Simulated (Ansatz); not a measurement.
`[NH2][AlH][Br]` + H–F → `[F][AlH][Br]` + NH₃ at 298.15 K and 1 bar (ligand exchange at the Al–N bond).

Computed with Ansatz on PBE0-D4/def2-TZVP structures; ΔE is electronic, products minus reactants. CBS: MP2 limit from def2 TZ/QZ plus the TZ coupled-cluster correction, frozen cores. This one scheme is used for every species. For Br outer-core shells are correlated without core-valence functions, which leaves a few kJ/mol of doubt a bond. Scalar relativity is left out up to krypton. Each species was taken in one conformer, which may not be the lowest.

| species | CCSD(T)/CBS energy (Eh) | H − E (kJ/mol) | S (J/(mol·K)) |
| --- | --- | --- | --- |
| `[NH2][AlH][Br]` | -2871.94728 | 104.3 | 305.6 |
| H–F | -100.39570 | 33.5 | 173.6 |
| `[F][AlH][Br]` | -2915.86674 | 40.8 | 294.2 |
| NH₃ | -56.50880 | 100.5 | 192.4 |

H − E and S are ideal-gas, rigid-rotor, harmonic terms from PBE0-D4/def2-TZVP, for one conformer and one mirror image of each species. 1 Eh = 2625.50 kJ/mol, R = 8.31446 J/(mol·K).

Q: By hand: ΔE, ΔH, ΔS and ΔG.

A: ΔE = (-2915.86674) + (-56.50880) − (-2871.94728) − (-100.39570) = -0.03256 Eh = -85.5 kJ/mol. Δ(H − E) = 40.8 + 100.5 − 104.3 − 33.5 = 3.5, so ΔH = -82.0 kJ/mol. ΔS = 294.2 + 192.4 − 305.6 − 173.6 = 7.4 J/(mol·K). ΔG = -82.0 − 298.15 × (7.4)/1000 = -84.2 kJ/mol.

Q: By hand: the equilibrium constant, and the temperature at which ΔG would vanish if ΔH and ΔS stayed fixed.

A: log₁₀ K = −ΔG/(RT ln 10) = 14.8. ΔH and −TΔS have one sign here, so there is no such temperature.

The number of gas molecules stays the same, so ΔS is small and ΔH decides. A doubt of 5 kJ/mol in ΔE shifts log₁₀ K by 0.9 here. Other conformers and mirror images would add mixing entropy, several J/(mol·K) or more a flexible species. These are equilibria of isolated gas molecules and say nothing of rates. Largest T1 diagnostic: 0.009 (customary marks: 0.02 for closed shells, 0.045 for open ones).

ΔS is within the doubt of such terms, so its sign, and with it that verdict, could turn.
